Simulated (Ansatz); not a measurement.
Born–Oppenheimer molecular dynamics of ClGeH₃O (6 atoms, charge 0, multiplicity 1). It starts at the highest image of a converged band, a first-order saddle point between two minima.

The calculation used RKS PBE0-D4/def2-SVP (Ansatz 0.2.0).

```json
{
  "ensemble": "NVE (velocity Verlet)",
  "time step": "0.5 fs",
  "steps asked": "200",
  "starting velocities drawn for": "100 K",
  "seed": "5394"
}
```

First frame:

```xyz
6
Properties=species:S:1:pos:R:3
Ge 0.235 -0.051 -0.513
Cl 1.115 -0.004 1.913
H 1.630 0.114 0.341
O -0.795 1.376 -0.677
H -1.719 1.223 -0.446
H -0.730 -1.265 -0.349
```

(1) How far do the bonds stretch over the last three quarters of this one trajectory? (Pairs bonded in most of those frames.)

Answers

(1) 
```tsv
bond	mean (Å)	spread (Å)	shortest	longest
Ge1–Cl2	2.247	0.202	1.95	2.57
Ge1–H3	1.579	0.054	1.50	1.71
Ge1–O4	1.776	0.017	1.75	1.82
Ge1–H6	1.566	0.036	1.50	1.66
O4–H5	0.970	0.004	0.96	0.98
```

Mean temperature of the second half: 2620 K. The conserved energy stayed within 0.23 meV per atom of its start (net change 0.0088 meV per atom), so the integration is sound. The kinetic energy rose, since the run started high on the potential surface and went downhill. A run of 0.1 ps of so small a system gives no equilibrium averages. The orbitals stay closed-shell, which can raise the energy where a bond breaks towards radicals; this wasn't checked here.

The run took 4.6 min on 1 thread of Intel(R) Xeon(R) 6975P-C (Granite Rapids), on a shared host, peak memory 0.17 GiB.
